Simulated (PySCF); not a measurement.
NMR data simulated for an unnamed compound:

1H NMR (500 MHz, computed): δ 4.41 (s, 2H), 3.52 (m, 4H), 1.04 (m, 6H).

13C{1H} NMR (computed): δ 86.9 (CH2), 58.9 (CH2), 13.8 (CH3).

- shielding tensors at PBE0/pcSseg-1 (GIAO)
- J: B3LYP/pcJ-1 (without the spin–dipole term)
- geometry from PBE0-D3(BJ)/def2-SVP
- program: PySCF 2.14.0 with density-fitted response routines
- no relativistic terms, gas phase, one conformer, fast rotation and ring inversion assumed for equivalent nuclei

References, each an isolated molecule treated in the same way: 1H, 13C vs TMS.

Question: Which of these does the molecule contain: a three-membered ring, a nitrile, a CH3CH2 unit, a C≡C triple bond?

Answer: 
- A three-membered ring: no.
- A nitrile: no.
- A CH3CH2 unit: yes (δC 13.8, 58.9; δH 1.04 (m), 3.52 (m)).
- A C≡C triple bond: no.

The data belong to SMILES CCOCOCC, C5H12O2; they needn't prove each group on their own.

Carbon signals by region: 2 at 50–100 ppm, 1 below 50 ppm.

Multiplet labels drop couplings under 1 Hz and merge nearly equal ones. Couplings among chemically equivalent protons are left out too, so labels in AA′BB′ or AA′XX′ sets are apparent multiplicities. Unscaled 3J(H,H) at this level run about 10 % above measured values. Shifts are as computed. Against solution values, carbons near 30 ppm lie about +2 ppm off and those near 130 ppm about +5 ppm. Of 1211 compounds with measured shifts, 218 miss one by over three times the rms of a fit or turn the order of signals round; such compounds aren't used in these exercises.
